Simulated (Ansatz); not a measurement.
The same atomization along the group O, S, Se, Te.

Program: Ansatz. Geometries: PBE0-D4/def2-TZVP. ΔE: electronic, gas phase. CCSD(T)/CBS adds triple-zeta CCSD(T) − MP2 to the extrapolated MP2 energy (def2 sets, frozen cores). Small cases extrapolate CCSD(T) itself. For atomizations the MP2-based limit and the directly extrapolated one differ by several kJ/mol either way, and by 10 to 25 for some Ge, Se and Sn compounds, so smaller differences from it don't rank the levels. Functionals use def2-TZVPP. Open shells (•) are unrestricted, without spin–orbit coupling. Spin–orbit coupling would lower the free atoms: a little for C, O, S, Si; clearly for Se; strongly for Te. def2 core potentials past Kr. For Se, Te outer-core shells are correlated without core-valence functions, so the limit isn't a true one: a few kJ/mol of doubt a bond, and 10 to 20 or more in all where bonds break to atoms. Scalar relativity is left out up to krypton. One conformer a species, not always the lowest.

```json
{"reaction": "`CO[SiH2]N` → C• + 7 H• + N• + Si• + O•", "ωB97X-V (kJ/mol)": "3963", "PBE0-D4 (kJ/mol)": "3918", "ωB97M-V (kJ/mol)": "3962"}
{"reaction": "`CS[SiH2]N` → C• + 7 H• + N• + Si• + S•", "ωB97X-V (kJ/mol)": "3770", "PBE0-D4 (kJ/mol)": "3737", "ωB97M-V (kJ/mol)": "3767"}
{"reaction": "`C[Se][SiH2]N` → C• + 7 H• + N• + Si• + Se•", "ωB97X-V (kJ/mol)": "3694", "PBE0-D4 (kJ/mol)": "3664", "ωB97M-V (kJ/mol)": "3680"}
{"reaction": "`C[Te][SiH2]N` → C• + 7 H• + N• + Si• + Te•", "ωB97X-V (kJ/mol)": "3611", "PBE0-D4 (kJ/mol)": "3582", "ωB97M-V (kJ/mol)": "3594"}
```

Problem. Give the CCSD(T)/CBS values in the same order. (Estimate.)

Solution. Computed: 3954, 3751, 3688, 3615 kJ/mol.

Largest T1 diagnostic: 0.012, for Si•.

Extrapolated directly: `CO[SiH2]N` → C• + 7 H• + N• + Si• + O•.
